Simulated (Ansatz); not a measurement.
A structure relaxed at r2SCAN-D4/def2-SVP in Ansatz, charge 1, singlet:

```xyz
59

Sn   -4.254    3.380    0.495
Sn   -1.378    3.688   -3.562
Sn   -4.658   -0.575    2.658
Sn   -2.136   -4.503    1.048
Sn    0.736   -0.049   -4.896
Sn    0.373   -3.926   -2.675
Sn   -1.985   -0.311   -1.175
Sn    0.391    3.161    0.656
Sn   -0.001   -0.810    3.039
Sn    2.762   -0.248   -0.743
Sn    3.152    3.543   -3.055
Sn    2.273   -4.558    1.486
Sn    4.632   -0.630    3.553
Sn   -4.311    0.601    0.139
Sn   -1.624    0.895   -3.699
Sn   -1.941    4.200    1.834
Sn    0.752    4.351   -1.866
Sn   -2.028   -3.115   -1.393
Sn   -2.433   -0.145    4.292
Sn   -0.077   -3.608    2.735
Sn    0.747   -2.827   -5.226
Sn    2.950    0.765   -3.371
Sn    2.260   -2.978   -0.830
Sn    0.212    0.334    0.464
Sn    2.150    0.019    4.650
Sn    4.879    0.441    0.985
H    -5.622    3.813    1.440
H    -4.361    4.180   -1.020
H    -1.024    4.243   -5.149
H    -2.846    4.410   -3.044
H    -6.041    0.135    3.390
H    -4.923   -2.266    2.515
H    -1.888   -6.173    0.719
H    -3.668   -4.303    1.794
H     0.908    0.697   -6.443
H     0.496   -5.646   -2.603
H     1.773    3.482    1.644
H     3.383    4.295   -4.580
H     4.495    3.889   -2.042
H     2.124   -6.200    1.005
H     3.712   -4.337    2.389
H     4.788   -2.335    3.431
H     5.921   -0.025    4.512
H    -5.634    0.167   -0.879
H    -2.956    0.427   -4.692
H    -1.795    5.912    1.766
H    -2.011    3.723    3.482
H     0.762    6.056   -1.606
H    -3.287   -3.660   -2.444
H    -2.513   -1.123    5.705
H    -2.337    1.499    4.781
H    -0.158   -4.415    4.259
H    -0.543   -3.360   -6.226
H     2.235   -3.397   -5.865
H     4.400    0.071   -4.000
H     2.026    1.726    4.803
H     1.959   -0.679    6.208
H     4.864    2.159    1.018
H     6.317   -0.058    0.187
```

Question: Give its formula.

Answer: Sn26H33⁺, a nanocrystal with a defect cut from the lattice of tin (one cap removed).

Question: Summarise the bond lengths by kind (pairs closer than 1.2 times the sum of covalent radii, bridged metal pairs left out).

Answer: 35 × Sn–Sn 2.78 to 2.88 Å; 33 × H–Sn 1.71 to 1.73 Å.

In the def2 sets Sn takes a core potential; there is no spin–orbit coupling. Single mean-field runs in def2-SVP are fitted with def2-universal-jkfit.
